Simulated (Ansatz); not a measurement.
The same path of CH4F2OTi (9 atoms, charge 0, multiplicity 1) was run twice with different band settings. Lost on the way: O3–H4. Made: C2–H4.

Method: Ansatz, UKS PBE0-D4/def2-SVP.

Relaxed end points:

```xyz
9
Properties=species:S:1:pos:R:3
Ti -0.543 -0.553 -0.135
C 0.793 0.955 -0.474
O -0.497 -0.862 1.583
H -0.738 -1.321 2.390
F -2.096 0.027 -0.676
F -0.008 -1.914 -1.083
H 0.490 1.846 0.100
H 0.803 1.191 -1.551
H 1.796 0.632 -0.153
```

```xyz
9
Properties=species:S:1:pos:R:3
Ti -0.767 -0.965 -0.124
C 0.736 0.927 0.135
O -1.195 -1.418 1.337
H 0.373 0.522 1.103
F -2.102 -0.222 -1.030
F 0.298 -2.144 -0.921
H 1.391 1.762 0.410
H -0.081 1.338 -0.483
H 1.347 0.199 -0.425
```

Common settings: movable images 9; climbing image yes; spring 5.0 eV/Å²; optimiser quadratic models (default); start path through a guess of the saddle point; iteration limit 60; end points relaxed.

| run | force threshold |
| --- | --- |
| 1 | 0.05 eV/Å |
| 2 | 0.5 eV/Å |

**Question.** What does each run give, and how far can it be trusted?

**Answer.** Run 1: converged after 18 iterations, highest image 1.254 eV above the first end. The profile has 2 maxima (images 5, 8) with wells between them (image 7): this band takes more than one step, which may be the mechanism or a detour left from its start path. A vibrational analysis at the climbing image gives one clearly imaginary mode, 1434i cm⁻¹: a first-order saddle point.
Run 2: converged after 12 iterations, highest image 1.263 eV above the first end. The threshold of 0.5 eV/Å is loose, so the images may lie well off the minimum-energy path. The order of the stationary point at the top wasn't checked.
The orbitals were unrestricted but ended closed-shell.
